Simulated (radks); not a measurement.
The numbers below are computed, except where a source is named.
The nitrogen anion N3-, [Ne], held by a Watson sphere: a shell of charge +3 at radius R that stands for the Madelung well of a crystal (potential energy -3/R inside, -3/r outside, in hartree with lengths in bohr). Code: a radial shooting solver on a logarithmic mesh with Libxc functionals. Model: scalar-relativistic Kohn-Sham, PBEsol, spin-polarised, spherical densities, finite nucleus; Fermi nuclear charge, rms radius of each element as measured or else 0.836 A^(1/3) + 0.57 fm. Response by self-consistent Sternheimer equations with the Hartree and adiabatic LDA kernel, the relativistic mass of each level held fixed and spin-orbit coupling left out. The sphere does not respond.

R (bohr)  e(1s) (eV)  e(2s) (eV)  e(2p) (eV)  <r> 2p (bohr)  sum of <r^2> (bohr^2)  X-ray form factor at sin(theta)/lambda = 0.3 1/angstrom  alpha (bohr^3)
1.66         -375.36     -20.256      -8.745          1.606                  24.57                                                    3.485           13.74
1.88         -375.95     -19.020      -7.904          1.701                  27.40                                                    3.332           17.80
2.13         -376.46     -17.794      -7.043          1.805                  30.72                                                    3.223           23.77
2.38         -376.80     -16.763      -6.284          1.907                  34.18                                                    3.163           31.56
2.77         -377.07     -15.508      -5.296          2.065                  39.90                                                    3.131           48.56
3.09         -377.16     -14.749      -4.645          2.193                  44.98                                                    3.132           68.24
3.57         -377.18     -13.958      -3.891          2.385                  53.36                                                    3.146           110.4
3.61         -377.18     -13.907      -3.838          2.401                  54.10                                                    3.147           114.7
